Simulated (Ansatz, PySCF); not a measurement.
Molecule: CH5OSi, net charge 0, doublet state. It need not be the lowest isomer of its formula. 
Coordinates optimised at B3LYP-D3(BJ)/def2-TZVP (Ansatz, a quantum-chemistry and plane-wave program):
```
O
C 1 1.4190
H 2 1.0897 1 107.95
H 2 1.0933 3 108.81 1 -120.37
H 2 1.0945 3 108.84 4 -118.54
Si 1 1.6497 2 124.95 3 164.89
H 6 1.4858 1 105.77 2 -165.82
H 6 1.4963 7 110.89 1 -118.84
```
Charge 0, spin multiplicity 2.

Dipole moments at this geometry, in debye (magnitudes).

```tsv
level	program	dipole (D)
PBE/def2-TZVPD	Ansatz	1.24
BLYP/def2-TZVPD	Ansatz	1.26
revPBE/def2-TZVPD	Ansatz	1.23
B3LYP/def2-TZVPD	Ansatz	1.25
r2SCANh/def2-TZVPD	Ansatz	1.24
M06-2X/def2-TZVPD	PySCF	…
CAM-B3LYP/def2-TZVPD	Ansatz	1.26
wB97X-V/def2-TZVPD	Ansatz	1.26
CCSD(T)/aug-cc-pV(D+d)Z	Ansatz	…
```

### Question
Some entries are withheld; supply them.

### Answer

- M06-2X/def2-TZVPD, dipole (D): 1.19
- CCSD(T)/aug-cc-pV(D+d)Z, dipole (D): 1.24
